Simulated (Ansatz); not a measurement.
Species: C3H13N3Si, charge 0, multiplicity 1. 
Structure (B3LYP-D3(BJ)/def2-TZVP (Ansatz, a first-principles code) minimum search):
SMILES: CN[SiH](NC)NC
```xyz
20

C      2.8801     0.0349    -0.1058
N      1.5969    -0.4133    -0.6212
Si     0.0915    -0.2203     0.1893
N     -0.8119     1.2400     0.1114
C     -0.6203     2.3929     0.9744
N     -0.9094    -1.4151    -0.5249
C     -2.3419    -1.5762    -0.3357
H      2.8398     0.0678     0.9842
H      3.1637     1.0356    -0.4544
H      3.6823    -0.6565    -0.3794
H      1.5819    -0.5104    -1.6256
H      0.4524    -0.3181     1.6287
H     -1.2927     1.4570    -0.7489
H     -1.5748     2.8575     1.2388
H      0.0193     3.1652     0.5303
H     -0.1477     2.0727     1.9044
H     -0.4462    -2.2580    -0.8275
H     -2.8402    -1.8483    -1.2713
H     -2.7668    -0.6322     0.0040
H     -2.5900    -2.3388     0.4119
```

Computed values are from Ansatz. Correlated levels leave the core frozen unless marked. UHF or UKS for open shells. No spin-orbit coupling. No relativistic terms. CBS(X,Y): correlation extrapolated as X^-3; Hartree-Fock from the larger set. [CCSD(T)-MP2]/basis is that difference in the basis named.

The atomisation energy De comes out as 1772.7 kcal/mol at RI-MP2/CBS(aug-cc-pV(T+d)Z,aug-cc-pV(Q+d)Z)+[CCSD(T)-MP2]/aug-cc-pV(T+d)Z. The total energy is -575.2367 Eh at RI-MP2/CBS(aug-cc-pV(T+d)Z,aug-cc-pV(Q+d)Z)+[CCSD(T)-MP2]/aug-cc-pV(T+d)Z, the dipole moment is 1.07 D at CCSD(T)/aug-cc-pV(D+d)Z and the T1 diagnostic is 0.011 at CCSD/aug-cc-pV(T+d)Z.
